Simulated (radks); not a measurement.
Values are calculated unless marked as measured or tabulated.
These are the eigenvalues of the occupied orbitals of an atom or ion with whole-number occupations (eV). Code: a radial shooting solver on a logarithmic mesh with Libxc functionals. Model: Dirac Kohn-Sham, BLYP, spin-unpolarised, spherical densities, point nucleus.

1s1/2: -88217.58
2s1/2: -15951.91
2p1/2: -15326.95
2p3/2: -13136.21
3s1/2: -3997.827
3p1/2: -3716.311
3p3/2: -3227.200
3d3/2: -2765.495
3d5/2: -2661.361
4s1/2: -1075.199
4p1/2: -953.3268
4p3/2: -833.2177
4d3/2: -634.8603
4d5/2: -612.3739
4f5/2: -355.0269
5s1/2: -353.2243
4f7/2: -349.8883
5p1/2: -309.2883
5p3/2: -282.9626
5d3/2: -216.6507
5d5/2: -212.4288
5f5/2: -140.6704
5f7/2: -139.9501

Which element is it, and in what charge state? The configuration may be excited. Open shells, if any, are shared by 2j + 1.

Answer. Z = 82, lead, charge +12: Pb12+ in [Xe] 4f14 5d1 5f1. The list shows which subshells hold electrons but not how many an open one holds; the 1s level, -3241.9 hartree, gives Z - s = 80.5 by -(Z - s)^2/2, which with screening and relativity narrows Z to a few neighbours, and the depths of the outer levels then fix element, charge and occupations together.
